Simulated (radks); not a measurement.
Question: The mean radii <r> (bohr) of the occupied orbitals of an atom or ion are listed with their occupations. Calculated with a radial shooting solver on a logarithmic mesh with Libxc functionals: Dirac Kohn-Sham, LDA (Slater exchange, Perdew-Wang correlation), spin-unpolarised, spherical densities, finite nucleus; Fermi nuclear charge, rms radius of each element as measured or else 0.836 A^(1/3) + 0.57 fm.

| orbital | occ. | <r> |
|---|---|---|
| 1s1/2 | 2 | 0.1587 |
| 2s1/2 | 2 | 0.9024 |
| 2p1/2 | 2 | 0.9794 |
| 2p3/2 | 4 | 0.9825 |

Name the element and its charge. Open shells, if any, fill j = l - 1/2 first.

Answer: Z = 10, neon, charge 0: Ne in [Ne]. The 1s radius gives Z: for a bare nucleus <r> = (2 gamma + 1)/(2Z) with gamma = sqrt(1 - (Z/c)^2), 0.1497 bohr for Z = 10, and screening makes it slightly larger (0.1587 here). The occupations add up to 10, and the charge is Z minus that.
